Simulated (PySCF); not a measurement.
2-phenylselenophene (C10H8Se), SMILES [se]1cccc1-c1ccccc1. Atoms are numbered in the order given.

```xyz
19

C     -3.8056     0.4456    -0.4098
C     -3.1289    -0.7731    -0.3895
C     -1.7400    -0.8030    -0.3141
C     -0.9943     0.3851    -0.2483
C      0.4676     0.3688    -0.1729
C      1.3499     1.3274    -0.6104
C      2.7276     1.0381    -0.3941
C      2.9710    -0.1564     0.2235
Se     1.3994    -1.0567     0.6071
C     -1.6903     1.6057    -0.2602
C     -3.0783     1.6340    -0.3466
H     -4.8959     0.4695    -0.4717
H     -3.6868    -1.7110    -0.4421
H     -1.2190    -1.7644    -0.3269
H      1.0113     2.2334    -1.1171
H      3.5290     1.7121    -0.7040
H      3.9390    -0.5818     0.4860
H     -1.1328     2.5410    -0.1785
H     -3.5985     2.5949    -0.3517
```
Charge 0, spin multiplicity 1.

Geometry optimised at PBE0-D3(BJ)/def2-SVP. The values are those of a single conformer.

Two levels are set side by side: PBE/pcSseg-1 (PySCF) and B3LYP/pcSseg-1 (PySCF). GIAO shifts against Me2Se (⁷⁷Se), TMS (¹H), TMS (¹³C) at the same level; non-relativistic, no solvent, atoms listed together averaged. Differences are taken from unrounded values.

```json
[
 {"quantity": "δ(¹³C) of C1 (ppm)", "B3LYP": "135.2", "PBE": "132.3", "PBE minus B3LYP": "-2.9"},
 {"quantity": "δ(¹³C) of C2, C11 (ppm)", "B3LYP": "136.9", "PBE": "134.0", "PBE minus B3LYP": "-2.9"},
 {"quantity": "δ(¹³C) of C4 (ppm)", "B3LYP": "144.9", "PBE": "141.1", "PBE minus B3LYP": "-3.8"},
 {"quantity": "δ(¹³C) of C5 (ppm)", "B3LYP": "167.9", "PBE": "162.6", "PBE minus B3LYP": "-5.3"},
 {"quantity": "δ(¹³C) of C6 (ppm)", "B3LYP": "130.8", "PBE": "128.2", "PBE minus B3LYP": "-2.6"},
 {"quantity": "δ(¹³C) of C7 (ppm)", "B3LYP": "136.9", "PBE": "134.6", "PBE minus B3LYP": "-2.3"},
 {"quantity": "δ(¹³C) of C8 (ppm)", "B3LYP": "144.5", "PBE": "139.2", "PBE minus B3LYP": "-5.4"},
 {"quantity": "δ(⁷⁷Se) of Se9 (ppm)", "B3LYP": "529.7", "PBE": "518.5", "PBE minus B3LYP": "-11.2"},
 {"quantity": "δ(¹H) of H12 (ppm)", "B3LYP": "7.50", "PBE": "7.50", "PBE minus B3LYP": "0.00"},
 {"quantity": "δ(¹H) of H13, H19 (ppm)", "B3LYP": "7.62", "PBE": "7.63", "PBE minus B3LYP": "0.01"},
 {"quantity": "δ(¹H) of H15 (ppm)", "B3LYP": "7.48", "PBE": "7.52", "PBE minus B3LYP": "0.04"},
 {"quantity": "δ(¹H) of H16 (ppm)", "B3LYP": "7.32", "PBE": "7.38", "PBE minus B3LYP": "0.06"},
 {"quantity": "δ(¹H) of H17 (ppm)", "B3LYP": "7.68", "PBE": "7.63", "PBE minus B3LYP": "-0.05"}
]
```

Rough cost on one machine, each run with all the roots and properties that it gave: B3LYP against PBE within a factor of 2.
